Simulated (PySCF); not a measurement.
How methods differ on the ionisation energy of Ru²³⁺

Ru²³⁺ [Ar] 3d3 [3d3/2^3, M_J = 3/2] → Ru²⁴⁺ [Ar] 3d2 [3d3/2^2, M_J = 2], as a difference of total energies. Calculation: PySCF 2.14, in an uncontracted even-tempered set (16 s from 3 bohr⁻², ratio 2.8; 12 p from 3.8 bohr⁻², ratio 2.8; 8 d from 3.8 bohr⁻², ratio 2.8; 3 f from 13 bohr⁻², ratio 3); the two-component X2C-1e Hamiltonian. Correlated levels: [Ne] frozen; the 74 highest virtual spinors dropped. "Screened" scales the spin-orbit matrix elements by Boettger's factors to mimic the two-electron term; Breit and QED terms are absent.

```tsv
method	ionisation energy (eV)
GHF (spin-free)	1115.4
GMP2 (spin-free)	1115.5
```

Breit and QED terms and the two-electron picture change are absent.

The spin-free rows relax to the high-spin LS determinant and lack the spin-orbit shift.

The labels give the starting determinants; with spin-orbit coupling the two ends relaxed to ⟨J²⟩ = 6.28, ⟨L²⟩ = 11.08, ⟨S²⟩ = 1.72.

The determinant of Ru²³⁺ mixes levels of different J (the jj label is only the starting occupation), so the difference between spin-free and spin-orbit rows is not the physical spin-orbit shift.

For comparison: 1115 ± 4 eV (theoretical estimate listed by NIST; NIST Atomic Spectra Database, ionization energies).
